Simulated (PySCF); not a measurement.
Work out the structure from these simulated measurements.

Elements present: C, H, N and Si. Monoisotopic mass: 91.0274 u.

| Quantity | Value |
| --- | --- |
| Triplet | lowest triplet excitation (Tamm–Dancoff): 6.00 eV [TDA PBE0/def2-SVPD] |
| Dipole | 1.32 D [PBE0/def2-SVPD] |
| 1H NMR | chemical shifts (computed TMS as zero) by class: 5.04 (2 H), 4.06 (3 H), -0.13 (2 H), -0.14 (2 H) ppm [GIAO PBE0/pcSseg-1] |
| NMR, other nuclei | isotropic shieldings of nuclei other than C and H, by class: 259 (1 N), 382 (1 Si), 424 (1 Si) ppm [GIAO PBE0/pcSseg-1] |
| Rotational structure | rotational constants A, B, C: 7.720, 2.256, 1.931 GHz [GFN2-xTB] |
| Polarisability | 75.2 au [PBE0/def2-SVPD] |
| UV, first state | lowest singlet excitation: 6.34 eV (196 nm, f = 0.011) [TDDFT PBE0/def2-SVPD] |
| 13C NMR | chemical shifts (computed TMS as zero) by class: -10.4 (1 C) ppm [GIAO PBE0/pcSseg-1] |
| UV, strongest line | among the 6 lowest singlet transitions: S4 at 7.57 eV (164 nm, f = 0.026) [TDDFT PBE0/def2-SVPD] |

Electronic properties: PySCF, gas phase, density fitting. Levels stand in brackets. Geometry: GFN2-xTB, one conformer, isolated molecule. Each NMR value is the plain mean over a class of atoms that symmetry, rotation or inversion makes alike.

Question: Which formula fits the mass and the elements?

Answer: CH9NSi2 (calculated 91.0274). No other formula that holds each of these elements comes within 0.0003 u with a fitting electron parity and a possible valence count.

Question: What is the compound? Reason from the data.

Answer: Numbering: `[NH2:1][SiH2:2][CH2:3][SiH3:4]`. Its formula, CH9NSi2, gives 0 degrees of unsaturation, so no ring and no π bond. The one carbon: sp3 carbon bound to silicon [C3] (-10.4 ppm). Hydrogen classes from least to most shielded: 2 H on an SiH2 silicon, Si2 (5.04 ppm), 3 H on an SiH3 silicon, Si4 (4.06 ppm), 2 H on a silicon-bound nitrogen, N1 (-0.13 ppm), 2 H on an sp3 carbon bound to silicon, C3 (-0.14 ppm). The other shieldings belong to: 259 ppm, silicon-bound nitrogen [N1]; 382 ppm, SiH2 silicon [Si2]; 424 ppm, SiH3 silicon [Si4]. The optimised geometry has point group C1 and is an asymmetric top. Structure: `N[SiH2]C[SiH3]`. The assignments are read from this structure; whether some other isomer fits the data as well wasn't checked.

Conformer computed: `[NH2:1][SiH2:2][CH2:3][SiH3:4]`: N1–Si2–C3–Si4 53°, H–N1–Si2–C3 41°, H–N1–Si2–C3 179°.
